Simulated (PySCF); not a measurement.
# Correlation energy of Ca+ (calcium, charge +1)

[Ar] 4p1, 2P determinant (an excited configuration). Calculation: PySCF 2.14, in aug-cc-pwCVTZ-X2C (9s8p6d3f, 84 functions); the spin-free X2C one-electron Hamiltonian (Gaussian nucleus). Frozen: [Ne]; 9 electrons correlated.

| level | correlation energy (mhartree) |
| --- | --- |
| CCSD | -234.45 |
| (T) | -5.19 |
| CCSD(T) | -239.64 |

Diagnostics: T1 = 0.0096, D1 = 0.0406, largest double amplitude 0.019.

Cost of the coupled-cluster step: of the order of 30 core-seconds, for 9 correlated electrons.

Iterations:

```
CC2 = 0
CCSD nocc = (np.int64(5), np.int64(4)), nmo = (79, 79)
frozen orbitals [[0, 1, 2, 3, 4], [0, 1, 2, 3, 4]]
max_cycle = 100
direct = 0
conv_tol = 1e-08
conv_tol_normt = 1e-06
diis_space = 8
diis_start_cycle = 0
Init t2, MP2 energy = -0.215557322524938
Init E_corr(UCCSD) = -0.21555732253857
cycle = 1  E_corr(UCCSD) = -0.23083695608729  dE = -0.0152796335  norm(t1,t2) = 0.0325905
cycle = 2  E_corr(UCCSD) = -0.233529165110653  dE = -0.00269220902  norm(t1,t2) = 0.0116752
cycle = 3  E_corr(UCCSD) = -0.234635630735308  dE = -0.00110646562  norm(t1,t2) = 0.00551476
cycle = 4  E_corr(UCCSD) = -0.234462557396055  dE = 0.000173073339  norm(t1,t2) = 0.00072406
cycle = 5  E_corr(UCCSD) = -0.234451690743433  dE = 1.08666526e-05  norm(t1,t2) = 0.000127782
cycle = 6  E_corr(UCCSD) = -0.234453910806211  dE = -2.22006278e-06  norm(t1,t2) = 2.26339e-05
cycle = 7  E_corr(UCCSD) = -0.234453840317013  dE = 7.04891979e-08  norm(t1,t2) = 2.88116e-06
cycle = 8  E_corr(UCCSD) = -0.234453810717671  dE = 2.9599342e-08  norm(t1,t2) = 7.79076e-07
cycle = 9  E_corr(UCCSD) = -0.234453813869929  dE = -3.15225859e-09  norm(t1,t2) = 3.55154e-07
UCCSD converged
E(UCCSD) = -679.574717724649  E_corr = -0.2344538138699292
UCCSD(T) correction = -0.00518502459487592
```
